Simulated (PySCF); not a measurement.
Te(OH)(SMe) (CH4OSTe), SMILES O[Te]SC.

Geometry optimised at PBE0-D3(BJ)/def2-SVP. The def2 effective core potentials stand for the cores of Te; spin–orbit coupling is left out. Other conformers were not sampled.

Calculation: HF/def2-TZVP (PySCF).

Gas-phase values at a fixed geometry.

```
Quantity                                                                                                        Value
---------------------------------------------------------------------------------------------  ----------------------
total energy                                                                                       -779.65026 hartree
highest occupied level                                                                                       -8.82 eV
lowest empty level                                                                                            1.65 eV
orbital gap                                                                                                  10.47 eV
dipole moment                                                                                                  3.22 D
quadrupole, principal values (traceless, Buckingham form, about the centre of nuclear charge)  -6.95, -0.27, 7.21 D·Å
mean static polarisability                                                                      70.5 bohr³ (10.45 Å³)
polarisability, principal values                                                               55.9, 61.5, 94.2 bohr³
```
